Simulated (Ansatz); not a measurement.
Si(OMe)2Cl2 (C2H6Cl2O2Si). Charge 0, multiplicity 3. Geometry r2SCAN-D4/def2-SVP, that of the neutral singlet.

```tsv
atom	x (Å)	y (Å)	z (Å)
Si1	-0.034	0.062	0.237
O2	-1.167	-0.487	-0.795
C3	-2.536	-0.689	-0.494
H4	-2.661	-1.423	0.321
H5	-3.028	-1.076	-1.397
H6	-3.024	0.257	-0.201
O7	1.370	0.113	-0.586
C8	2.619	0.539	-0.071
H9	2.575	1.591	0.259
H10	3.364	0.450	-0.874
H11	2.935	-0.090	0.779
Cl12	0.123	-1.178	1.877
Cl13	-0.535	1.933	0.946
```

At PBE-D4/def2-TZVP, r2SCAN-D4/def2-TZVP the gap within one spin of the charge 0 triplet nearly closes, so an electron or hole may be smeared out by delocalisation error. At PBE0-D4/def2-TZVP a singlet of charge 0 lies 7.59 eV below the triplet at the same geometry.

(1) Estimate the α-spin orbital energies around the gap (eV) in Ansatz with PBE-D4/def2-TZVP, r2SCAN-D4/def2-TZVP, PBE0-D4/def2-TZVP.

Answers

(1) 
```
orbital  PBE-D4/def2-TZVP  r2SCAN-D4/def2-TZVP  PBE0-D4/def2-TZVP
 HOMO−5             -8.24                -8.60              -9.89
 HOMO−4             -8.18                -8.53              -9.61
 HOMO−3             -7.99                -8.34              -9.45
 HOMO−2             -7.90                -8.29              -9.30
 HOMO−1             -7.73                -8.07              -9.03
   HOMO             -0.67                -0.54              -1.39
   LUMO              0.20                 0.61               1.28
 LUMO+1              0.39                 0.70               1.29
 LUMO+2              0.66                 1.27               1.50
 LUMO+3              0.94                 1.45               1.93
 LUMO+4              1.06                 1.78               1.99
 LUMO+5              1.98                 2.61               3.00
 β HOMO             -7.25                -7.48              -8.43
 β LUMO             -7.33                -7.49              -7.12
```
